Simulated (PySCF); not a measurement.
Species: C₅H₇FOSi.
Structure used (GFN2-xTB), in Å, numbered top down from 1:
```
atom  x, y, z in Å
C1    -1.2094    0.8222    1.7719
C2    -0.8557    0.2846    0.6169
C3    -1.5319   -0.8562   -0.1171
C4    -0.5633   -0.9554   -1.2863
O5    -0.5772   -1.7224   -2.2095
Si6    0.5217    0.5389   -0.6711
C7     2.3137    0.0989   -0.1387
F8     2.9092    1.2008    0.4424
H9    -0.6540    1.6341    2.2100
H10   -2.0666    0.4746    2.3297
H11   -1.5949   -1.7828    0.4553
H12   -2.5395   -0.6144   -0.4592
H13    0.5425    1.7643   -1.4651
H14    2.9427   -0.1764   -0.9894
H15    2.3584   -0.7028    0.6034
```

Definitions: NICS(0) = −σiso at the ring centroid; NICS(1) = −σiso and NICS(1)zz = −σzz at ±1 Å along the ring normal z. Level: GIAO PBE0/pcSseg-1 (PySCF, non-relativistic, gas phase) on the GFN2-xTB geometry, one conformer.

Ring bond lengths (Å), with Mayer bond orders in brackets: C2–C3 1.516 (1.00), C3–C4 1.521 (0.93), C4–Si6 1.946 (0.79), Si6–C2 1.903 (0.86).

Question: Give the NICS values of each ring in ppm.

Answer: 
| ring | type | NICS(0) | NICS(1), two faces | NICS(1)zz, two faces | rms pucker (Å) | centre to ring atoms, mean (Å) |
| --- | --- | --- | --- | --- | --- | --- |
| C2–C3–C4–Si6 | 4-membered ring with Si; formal bonds all single | 14.4 | 0.3 / 0.4 | 1.4 / 2.1 | 0.01 | 1.21 |

Question: What do they say, and how far can they be read as aromaticity?

Answer: 
- C2–C3–C4–Si6: mean NICS(1)zz 1.8 ppm, near zero. C3, Si6 have four or more neighbours, and the NICS criterion for π rings isn't applied. NICS(0) lies 14 ppm above the mean NICS(1).

Question: What is the mean of the two in-plane components of NICS at the second NICS(1) probe listed for ring C2–C3–C4–Si6, 1 Å off the ring?

Answer: The isotropic value is a third of the trace: (3 × 0.4 − (2.1))/2 = -0.4 ppm.

Question: How shielded are the nuclei of the rings and their hydrogens (means over atoms taken as equivalent)?

Answer: 
```json
{"atoms": "C2", "environment": "fully substituted alkene carbon", "σ isotropic (ppm)": "36.1", "principal values of the symmetric part, first atom (ppm)": "-70.3, 15.7, 163.0"}
{"atoms": "C3", "environment": "sp3 carbon next to a carbonyl", "σ isotropic (ppm)": "117.5", "principal values of the symmetric part, first atom (ppm)": "88.1, 118.2, 146.3"}
{"atoms": "C4", "environment": "carbonyl carbon", "σ isotropic (ppm)": "-59.8", "principal values of the symmetric part, first atom (ppm)": "-153.3, -106.1, 79.8"}
{"atoms": "Si6", "environment": "SiH silicon", "σ isotropic (ppm)": "366.2", "principal values of the symmetric part, first atom (ppm)": "289.6, 336.6, 472.4"}
{"atoms": "H11", "environment": "methylene hydrogen", "σ isotropic (ppm)": "27.87", "principal values of the symmetric part, first atom (ppm)": "24.7, 27.7, 31.2"}
{"atoms": "H12", "environment": "methylene hydrogen", "σ isotropic (ppm)": "27.82", "principal values of the symmetric part, first atom (ppm)": "24.7, 27.4, 31.3"}
{"atoms": "H13", "environment": "Si–H hydrogen", "σ isotropic (ppm)": "26.10", "principal values of the symmetric part, first atom (ppm)": "23.9, 24.5, 29.9"}
```
